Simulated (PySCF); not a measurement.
# Working out the ionisation energy of Ir⁺

Ir⁺ [Xe] 4f14 5d7 6s1 (5F) → Ir²⁺ [Xe] 4f14 5d7 (4F). All numbers are calculated (PySCF 2.14, the spin-free X2C one-electron Hamiltonian (Gaussian nucleus), in x2c-TZVPPall (11s7p7d3f1g, 97 functions)). Frozen: [Xe] 4f14. Energies in hartree (1 hartree = 27.21139 eV):

```json
{"part": "UHF", "Ir⁺ (lower)": "-17823.691106", "Ir²⁺ (upper)": "-17823.089318"}
{"part": "CCSD correlation", "Ir⁺ (lower)": "-0.171925", "Ir²⁺ (upper)": "-0.139534"}
{"part": "(T)", "Ir⁺ (lower)": "-0.005209", "Ir²⁺ (upper)": "-0.003778"}
```

Task: What does Hartree-Fock give?

Result: (-17823.089318) − (-17823.691106) = 0.601788 hartree = 16.375 eV.

Task: What do CCSD and CCSD(T) give?

Result: The CCSD correlation energies differ by 0.032391 hartree = 0.881 eV and the triples by 0.001431 hartree = 0.039 eV, so CCSD gives 17.256 eV and CCSD(T) 17.295 eV.

A first-order spin-orbit estimate adds -0.036 eV to CCSD(T) (valence), giving 17.259 eV against 17 ± 0.3 eV (semi-empirical (NIST evaluation); NIST Atomic Spectra Database, ionization energies).

What remains against the reference includes basis incompleteness, the frozen core and higher excitations.
